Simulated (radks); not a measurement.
Question: Isoelectronic series with 12 electrons, each ion in its NIST ground configuration. All-electron calculation, Dirac Kohn-Sham, PBEsol, spin-unpolarised, spherical densities, finite nucleus; Fermi nuclear charge, rms radius of each element as measured or else 0.836 A^(1/3) + 0.57 fm. Program: a radial shooting solver on a logarithmic mesh with Libxc functionals. Total energies (hartree) and orbital eigenvalues (eV):

| ion | configuration | E (hartree) | 3s1/2 | 2p3/2 |
|---|---|---|---|---|
| Zn18+ | [Ne] 3s2 | -1620.11261 | -679.1465 | -1679.113 |
| As21+ | [Ne] 3s2 | -1995.49445 | -890.9679 | -2167.331 |
| Kr24+ | [Ne] 3s2 | -2411.71274 | -1131.808 | -2717.317 |
| Mo30+ | [Ne] 3s2 | -3369.17764 | -1702.286 | -4003.219 |
| Rh33+ | [Ne] 3s2 | -3911.88120 | -2032.953 | -4739.511 |
| Cd36+ | [Ne] 3s2 | -4498.34464 | -2394.702 | -5538.322 |

Estimate the row of Sb39+ ([Ne] 3s2).

Answer: E (hartree) -5129.52596; 3s1/2 -2788.223; 2p3/2 -6399.900.
